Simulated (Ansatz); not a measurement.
Basis-set series for CH$_{4}$BI, SMILES `CBI`. The species carries charge 0 and has multiplicity 1. I: def2 effective core potential. Geometry: relaxed with PBE0-D4/def2-TZVP.

```
atom    x (Å)    y (Å)    z (Å)
  C1  -0.6800  -0.1207   0.3031
  B2   0.6605   0.3066  -0.3364
  I3   2.2265  -1.0774  -0.7144
  H4  -0.7797  -1.1813   0.5299
  H5  -0.8272   0.4569   1.2252
  H6  -1.5034   0.1861  -0.3543
  H7   0.9033   1.4298  -0.6531
```

```
functional       basis  functions  energy (Eh)  HOMO (eV)  LUMO (eV)
   PBE0-D4    def2-SVP         74   -362.96445      -7.29      -1.56
   PBE0-D4  def2-QZVPP        316   -363.04940      -7.39      -1.63
   ωB97M-V    def2-SVP         74   -362.96774      -9.40       0.47
   ωB97M-V  def2-QZVPP        316   -363.05890      -9.53       0.31
```

(1) Give the rows for def2-TZVPP. (Estimate.)

Answers

(1) Computed: 
```tsv
functional	basis	functions	energy (Eh)	HOMO (eV)	LUMO (eV)
PBE0-D4	def2-TZVPP	168	-363.04433	-7.37	-1.62
ωB97M-V	def2-TZVPP	168	-363.05404	-9.52	0.34
```

Positive LUMOs are unbound and depend on the basis.
